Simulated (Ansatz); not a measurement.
The cation of CH4AlBr, SMILES `[CH3][AlH][Br]` at the neutral geometry.

```yaml
crystal:
  periodic: [false, false, false]
  atoms:
    - {symbol: C, position_ang: [-0.752067, 0.492906, -0.282403]}
    - {symbol: Al, position_ang: [0.887658, -0.447155, 0.148118]}
    - {symbol: Br, position_ang: [0.897245, -1.945178, 1.847700]}
    - {symbol: H, position_ang: [-0.605198, 1.574703, -0.196836]}
    - {symbol: H, position_ang: [-1.582381, 0.207901, 0.365925]}
    - {symbol: H, position_ang: [-1.043801, 0.298889, -1.319803]}
    - {symbol: H, position_ang: [2.259745, -0.250066, -0.608302]}
basis:
  gaussian: {orbitals: def2-TZVPP}
total_charge: 1
magnetization: {spin_polarized: true, initial_magnetization: 1}
hamiltonian: {xc: pbe, dispersion: d4}
```

```sh
$ ansatz run in.yaml --threads 2 --pin off --events-out ev --progress --plain --max-ram 22528MiB --backend cpu
```

Shortened log:

```
Functional definition: PBE
1061 factors; their error is unknown
mean field evaluation 1: about -77705.5249 eV, gradient 5.9e1 eV
mean field evaluation 2: about -77634.9235 eV, gradient 9.9e1 eV
mean field evaluation 4: about -77718.7197 eV, gradient 2.3e1 eV
mean field evaluation 8: about -77722.3928 eV, gradient 4.7e-1 eV
mean field evaluation 16: about -77722.3634 eV, gradient 8.1e-4 eV
mean field -77722.36344804 eV, -2856.2441746055 hartree, gradient 3.1e-5 eV, S^2 0.753799; 5 other end points of the search recorded, 0 dependent functions left out
reference -77722.36348698 eV, -2856.2441760365 hartree; 29, 28 occupied and 148, 149 virtual orbitals, 1061 factors
Total energy: -77722.46379915 eV, -2856.2478624408 hartree
```

Hardware: 2 threads of an AMD EPYC 7R13 on a shared host. Wall time 5.5 s, peak host memory 0.37 GiB.
